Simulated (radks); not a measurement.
Species: Cr XII. Configuration: [Ne] 3s2 3p1. Method: Dirac Kohn-Sham, PBEsol, spin-unpolarised, spherical densities, point nucleus; open shells fill j = l - 1/2 first; computed with a radial shooting solver on a logarithmic mesh with Libxc functionals. Some entries of the table are withheld. Estimate them.

| orbital | occ. | eigenvalue (eV) | <r> (bohr) |
|---|---|---|---|
| 1s1/2 | 2 | -6174.840 | 0.06358 |
| 2s1/2 | 2 | -954.9816 | 0.2906 |
| 2p1/2 | 2 | -856.9105 | 0.2551 |
| 2p3/2 | 4 | -848.0964 | 0.2578 |
| 3s1/2 | 2 | -312.5149 | 0.7750 |
| 3p1/2 | 1 | (1) | 0.7730 |
| 3p3/2 | 0 | (2) | 0.7776 |
| 3d3/2 | 0 | (3) | 0.7353 |
| 3d5/2 | 0 | (4) | 0.7365 |
| 4s1/2 | 0 | -150.2783 | 1.535 |

Answer. 
(1) 3p1/2 eigenvalue (eV): -282.9832
(2) 3p3/2 eigenvalue (eV): -281.3342
(3) 3d3/2 eigenvalue (eV): -237.3103
(4) 3d5/2 eigenvalue (eV): -237.0484
